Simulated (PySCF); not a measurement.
Start geometry of `[SbH3]` from GFN2-xTB (Å):
```
atom  x, y, z in Å
Sb1   -0.005    0.007    0.745
H2     1.363   -0.031   -0.238
H3    -0.657    1.191   -0.261
H4    -0.701   -1.167   -0.245
```

Task: What comes out of this run: PBE0-D3(BJ)/def2-SVP geometry optimisation, gas phase, def2 core potentials past Kr (PySCF)?

Result: 
```
atom  x, y, z in Å
Sb1   -0.005    0.006    0.728
H2     1.416   -0.030   -0.232
H3    -0.681    1.237   -0.257
H4    -0.730   -1.213   -0.239
```

The energy falls by 0.73 kcal/mol over 4 energy and gradient evaluations, the largest force component goes from 0.0098 to 1.8e-05 Eh/bohr, and the atoms move by 0.047 Å rms after alignment. Among the bonds, Sb1–H2, Sb1–H3 and Sb1–H4 change most and about equally (+0.029 to +0.030 Å). Bonds longer at the end by more than 0.005 Å: 3 of 3; shorter: 0. Among the angles that change most is H2–Sb1–H4, from 88.6° to 91.2°. Rotational constants go from 90168, 88515, 88308 to 87082, 87067, 83491 MHz. The orientation of the end geometry is arbitrary; only internal coordinates are fixed.

The run used 41 basis functions and 23 SCF cycles in all.

Whether it is a minimum is left open (no frequencies).
